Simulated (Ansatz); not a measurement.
Basis sets compared for the cluster Li₃Br₄. Charge 0, multiplicity 2. Geometry r2SCAN-D4/def2-SVP. Ansatz on 4 threads of Arm Neoverse V1 on a shared host; times are rough, and most runs start from earlier orbitals.

```xyz
7

Li   -1.7975    0.5327   -2.1781
Li    1.3701   -1.4913    0.0905
Li   -0.5531    0.9013    0.4216
Br    1.7330   -1.8635    2.4519
Br    1.8337    0.7714    1.1350
Br   -1.8049    2.4678   -0.8983
Br   -0.7812   -1.3185   -1.0226
```

In the doublet, Br4 and Br5 lie 2.95 Å apart (atoms count from 1), so these atoms are partly bonded to each other. Another isomer (doublet) lies 0.20 eV lower at PBE0-D4/def2-TZVP; other spin states weren't run for this one.

Binding counts from free atoms (Li doublet, Br doublet) in the same basis, without a counterpoise term.

```csv
level,functions,energy (Eh),HOMO (eV),LUMO (eV),binding per atom (eV),wall time
PBE-D4/def2-SVP,155,-10316.6544,-6.23,-5.39,2.58,5 s
PBE0-D4/def2-SVP,155,-10317.0294,-7.58,-4.67,2.54,9.5 s
```

(1) Estimate the rows for PBE-D4/def2-TZVP (with forces), PBE0-D4/def2-TZVP.

## Answers

(1) 
```tsv
level	functions	energy (Eh)	HOMO (eV)	LUMO (eV)	binding per atom (eV)	wall time
PBE-D4/def2-TZVP (with forces)	234	-10317.9134	-6.37	-5.52	2.51	9.5 s
PBE0-D4/def2-TZVP	234	-10318.2853	-7.68	-4.75	2.47	19 s
```
